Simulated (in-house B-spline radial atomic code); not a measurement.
A run on neutral terbium (an excited or competing configuration) that did not converge. Method: scalar-relativistic (X2C) B97-1, spin-polarised, spherical fractional occupations, Fermi nucleus of rms radius 5.06 fm; computed with a B-spline radial code for spherical atoms. In the input, 2p2,3 would mean two up and three down electrons.

Command:
```bash
python run_scf.py task.json out
```
Settings (nuclear radius in fm, mass in u):
```
Z                65
configuration    1s2 2s2 2p6 3s2 3p6 3d10 4s2 4p6 4d5,4 4f2,7 5s2 5p6 6s2 7f1,0
hamiltonian      x2c
method           b97_1
spin_polarised   True
nucleus          fermi
rms_radius       5.06
atomic_mass      158.92535
speed_of_light   137.035999084
```

First and last ten iterations of the last attempt (damped for 15 steps, keeping 80 % of the old Fock matrix, then DIIS):
```
 iter        energy (Eh)    residual
    1      -11647.000605    7.71e-01
    2      -11662.309960    1.32e+00
    3      -11681.604691    8.15e-01
    4      -11692.146598    5.31e-01
    5      -11697.560493    3.40e-01
    6      -11700.143890    2.25e-01
    7      -11701.320795    1.52e-01
    8      -11701.862468    1.03e-01
    9      -11702.098153    6.88e-02
   10      -11702.201564    4.93e-02
  111      -11702.317382    6.58e-05
  112      -11702.317386    6.51e-05
  113      -11702.317389    5.46e-05
  114      -11702.317406    6.22e-05
  115      -11702.317403    5.81e-05
  116      -11702.317396    6.80e-05
  117      -11702.317396    5.36e-05
  118      -11702.317382    8.00e-05
  119      -11702.317385    7.35e-05
  120      -11702.317394    6.72e-05
 not converged after 120 iterations
```

The smallest residual met was 5.4e-05; the threshold is about 6e-07. No energy from this run should be used. Run time, properties included: 13 s on 1 thread of Arm Neoverse N1, with other jobs on the host.
